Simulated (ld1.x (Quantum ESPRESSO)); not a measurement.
palladium (Pd), TM: configuration errors across variants

* Element: palladium (Pd)
* Generator: ld1.x (Quantum ESPRESSO) 7.5
* Type: norm-conserving Troullier–Martins (Kleinman–Bylander form)
* Functional: LDA (PZ)
* Relativity: fully relativistic
* Frozen core: [Kr]
* Valence charge: 10
* Reference configuration: 4d10 5s0 5p0
* Partial waves: 5s (bound, empty): rc 1.90 bohr; 5p (bound, empty): rc 3.55 bohr; 4d (bound): rc 2.00 bohr
* Local potential: all-electron potential smoothed inside 2.95 bohr (lloc = -1)
* Core correction: Bessel-smoothed model core, default radius (core density twice the valence density)

Open shells are filled in proportion to 2j + 1 (rel_dist='average').

All-electron excitation energies from the reference (eV): (1) 4d9 5s0 5p0 9.393; (2) 4d8 5s0 5p0 30.475; (3) 4d7 5s0 5p0 65.067; (4) 4d6 5s0 5p0 114.615; (5) 4d9 5s0 5p1 5.317; (6) 4d9 5s1 5p0 1.439; (7) 4d9.5 5s0 5p0 3.372.

The default core radius of the base comes out at 0.86 bohr.

Tests that are not counted but printed errors over 1 eV. “type PAW; waves now 5s (bound): rcut 1.65, rcutus 1.90 bohr; 5s channel at 0.8 Ry: rcut 1.65, rcutus 1.90 bohr; 5p (bound): rcut 3.10, rcutus 3.55 bohr; 5p channel at 2.2 Ry: rcut 3.10, rcutus 3.55 bohr; 4d (bound): rcut 1.75, rcutus 2.00 bohr; 4d channel at 4.2 Ry: rcut 1.75, rcutus 2.00 bohr; local potential all-electron potential smoothed inside 1.45 bohr (lloc = -1); augmentation PSQ, inside the norm-conserving radii”: 4d9 5s1 5p0 (solver errors, printed error -4.9 eV).

2 further variants failed, have other tests or another functional or relativity, and are left out.

Errors AE − PS in meV (a dash: test not solved or not reliable):

```csv
change,(1),(2),(3),(4),(5),(6),(7),bound ghosts
base,-52,-323,-982,-2147,-61,-57,-9.5,none
core correction Bessel-smoothed model core inside 2.36 bohr,-48,-295,-873,-1848,-56,-51,-8.9,none
wave 5p (bound): rc 3.55 bohr becomes 5p (bound): rc 5.22 bohr,-52,-323,-982,-2148,-34,-57,-9.5,none
wave 4d (bound): rc 2.00 bohr becomes 4d (bound): rc 2.30 bohr,-51,-306,-894,-1874,-57,-49,-9.4,none
local potential all-electron potential smoothed inside 3.54 bohr (lloc = -1),-83,-470,-1327,-2733,-91,-83,-16,none
"all radii but the core radius scaled by about 1.19 (s 2.26, p 4.22, d 2.38 bohr); local potential all-electron potential smoothed inside 3.52 bohr (lloc = -1)",-75,-411,-1104,-2147,-65,-77,-15,none
"type PAW; waves now 5s (bound): rcut 1.65, rcutus 1.90 bohr; 5s channel at 0.8 Ry: rcut 1.65, rcutus 1.90 bohr; 5p (bound): rcut 3.10, rcutus 3.55 bohr; 5p channel at 2.2 Ry: rcut 3.10, rcutus 3.55 bohr; 4d (bound): rcut 1.75, rcutus 2.00 bohr; 4d channel at 4.2 Ry: rcut 1.75, rcutus 2.00 bohr; local potential all-electron potential smoothed inside 1.45 bohr (lloc = -1); augmentation PSQ, inside the norm-conserving radii",-16,-137,-521,-1375,-19,–,-2.4,not determined
local potential the s channel,-58,-368,-1123,-2449,-72,-67,-11,none
wave 5p (bound): rc 3.55 bohr becomes 5p (bound): rc 3.96 bohr,-52,-323,-982,-2148,-54,-57,-9.5,none
core correction none,-38,-236,-696,-1455,-49,-46,-7.1,none
```

(1) Give the same row for: wave 5s (bound): rc 1.90 bohr becomes 5s (bound): rc 2.36 bohr.

Results:

(1) -52, -323, -982, -2148, -61, -71, -9.6; bound ghosts: none.
